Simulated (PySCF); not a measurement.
**UHF on Ar²⁺ (argon, charge +2)**

Configuration: [Ne] 3s2 3p4, high-spin 3P determinant. Calculation: PySCF 2.14, in cc-pVTZ-DK (5s4p2d1f, 34 functions); the spin-free X2C one-electron Hamiltonian (Gaussian nucleus).

| Item | Value |
| --- | --- |
| Total energy | -527.117724 hartree |
| One-electron energy | -712.0542 hartree |
| Hartree (Coulomb) energy | 214.5750 hartree |
| Exchange energy | -29.6385 hartree |
| ⟨S²⟩ | 2.0089 |
| ⟨L²⟩ | 2.030 |
| Sum of ⟨r⟩ | 11.80 bohr |
| Sum of ⟨r²⟩ | 15.69 bohr² |
| Traceless quadrupole moment −½Σ⟨3z² − r²⟩ along its main axis | -1.03 e·bohr² |
| Langevin diamagnetic susceptibility | -12.4 ×10⁻⁶ cm³/mol |
| Time after the integrals | 0.15 s of wall time on 1 thread of Neoverse-N1 (shared host) |

| shell | electrons | mean orbital energy (hartree) | spread (hartree) | rms radius, mean of both spins (bohr) |
| --- | --- | --- | --- | --- |
| 1s α | 1 | -120.23434 | 0 | 0.0991 |
| 1s β | 1 | -120.20210 | 0 | 0.0991 |
| 2s α | 1 | -13.52575 | 0 | 0.446 |
| 2s β | 1 | -13.49467 | 0 | 0.446 |
| 2p α | 3 | -10.70002 | 0.03424 | 0.416 |
| 2p β | 3 | -10.64419 | 0.02641 | 0.416 |
| 3s α | 1 | -2.34843 | 0 | 1.44 |
| 3s β | 1 | -2.05650 | 0 | 1.44 |
| 3p α | 3 | -1.60065 | 0.09422 | 1.59 |
| 3p β | 1 | -1.48486 | 0 | 1.59 |

Densities and radii are taken from the X2C orbitals without a picture-change correction, which distorts them close to the nucleus.
